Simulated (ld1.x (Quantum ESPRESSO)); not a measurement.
## Before and after: TM potential for antimony (Sb)

| Item | Value |
| --- | --- |
| Element | Sb |
| Generator | ld1.x (Quantum ESPRESSO) 7.5 |
| Type | norm-conserving Troullier–Martins (Kleinman–Bylander form) |
| Functional | PBE |
| Relativity | fully relativistic |
| Frozen core | [Kr] 4d10 |
| Valence charge | 5 |
| Reference configuration | 5s2 5p2.5 (charge +0.5) |
| Partial waves | 5s (bound): rc 1.95 bohr; 5p (bound): rc 1.95 bohr; 5d channel at 0.3 Ry: rc 1.65 bohr |
| Local potential | the d channel |
| Core correction | Bessel-smoothed model core inside 1.70 bohr |

Open shells are filled in proportion to 2j + 1 (rel_dist='average').

All-electron outer shells of the reference configuration (PBE, scalar-relativistic, ld1.x):

```
shell  level (eV)  outermost node (bohr)  outermost maximum (bohr)
   4d      -37.56                   0.38                      0.84
   5s      -16.59                   0.95                      1.88
   5p       -8.27                   1.04                      2.29
```

Change: wave 5p (bound): rc 1.95 bohr becomes 5p (bound): rc 2.08 bohr.

Cutoffs: the cutoffs (Ry, on a coarse ladder) from which the occupation-weighted sum of valence levels, in a spherical-Bessel basis at the reference potential, stays within 10 and 1 mRy of its value at 400 Ry; they do not see the model core or the augmentation charge, which bear on the density cutoff. Errors are all-electron minus pseudo energies relative to the spin-unpolarised reference configuration.

Question: What does the change do?

Answer: The potential gets softer (30 Ry and 50 Ry → 25 Ry and 50 Ry); both files keep a bound ghost (p, s); the errors of the 7 common tests hardly move. A larger radius leaves more room for a smooth pseudo-wave, so fewer plane waves are needed.

| quantity | base | changed |
| --- | --- | --- |
| cutoff, loose | 30 Ry | 25 Ry |
| cutoff, tight | 50 Ry | 50 Ry |
| loose cutoff by channel (10 mRy a level) | s 21 Ry, p 10 Ry | s 21 Ry, p 12 Ry |
| bound ghosts | s, p3/2, p1/2 | s, p3/2, p1/2 |
| error for 5s2 5p3, meV [ΔE -3.27 eV] | -0.6 | -0.6 |
| error for 5s2 5p2, meV [ΔE 5.06 eV] | -1.4 | -1.4 |
| error for 5s2 5p1, meV [ΔE 21.05 eV] | -25 | -24 |
| error for 5s2 5p0, meV [ΔE 45.49 eV] | -119 | -116 |
| error for 5s0 5p5, meV [ΔE 13.11 eV] | -39 | -44 |
| error for 5s2 5p3.3, meV [ΔE -4.43 eV] | -1.0 | -1.0 |
| error for 5s1 5p0, meV [ΔE 89.78 eV] | -442 | -434 |

 A true bound ghost makes a file unfit for plane-wave use even where its test errors are small: the radial tests pick states by their node count and pass the ghost by.
